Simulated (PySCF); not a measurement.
# TiS2, singlet: data card

These are results of PBE0/[Ti def2-TZVP, S def2-TZVP], no relativity, density fitting, PySCF, not measurements.

The structure is a minimum.

Z-matrix (Å, degrees; charge 0 multiplicity 1):
```
Ti
S  1 2.0654
S  1 2.0654 2 113.46
```

```json
{"Point group": "C2v", "Bond lengths": "Ti–S 2.065 Å (×2)", "Bond angles": "S–Ti–S 113.5°", "Rotational constants": "0.4792, 0.0884, 0.07464 cm⁻¹", "Lowest empty level": "-3.23 eV", "Zero-point energy": "8.3 kJ/mol", "Entropy at 298.15 K and 1 bar": "283.4 J/(mol K)", "Heat capacity Cp at 298.15 K": "49.7 J/(mol K)", "Principal quadrupole moments (Buckingham, traceless) about the centre of mass": "-14.45, 4.93, 9.52 D Å", "Principal polarisabilities": "44.4, 54.5, 115.6 bohr³", "Rotational symmetry number": "2", "Dipole moment": "5.75 D", "Enthalpy at 298.15 K above 0 K": "12.34 kJ/mol", "Highest occupied level": "-6.68 eV", "Atomisation energy without zero-point energy": "891 kJ/mol"}
```

Harmonic modes (masses in u: Ti 47.948, S 31.972):
```csv
symmetry,ω (cm⁻¹),IR (km/mol),μ (u),type
a1,172,2.1,34.78,bend
a1,586,11.0,35.91,stretch
b2,621,200,38.10,stretch
```

In C2v the vibrations span 2a1 + b2. Here b1 is antisymmetric to the molecular plane and b2 lies in it.

Charges (e):
```csv
atom,Mulliken,Löwdin,polar tensor,Mayer order to Ti1
Ti1,0.85,-0.18,1.33,–
"S2,3",-0.43,0.09,-0.66,2.25
```

Mulliken populations on Ti1: s 6.21, p 12.32, d 2.60, f 0.01.

Formally Ti is in oxidation state +4, d0. A d0 centre has no lone pair, yet it is C2v rather than linear: covalent bonding through the d orbitals favours lower symmetry. The polar-tensor charge on Ti, 1.33, is far below the formal one.

Only a few start shapes were tried, so a lower isomer may exist.

The final relaxation and frequency run took 20 s on 4 threads of a shared Arm Neoverse V2 host, with 119 basis functions and 9 gradients; the process peaked at 1.1 GiB. Launch command: `OMP_NUM_THREADS=4 python axn.py task.json out`.
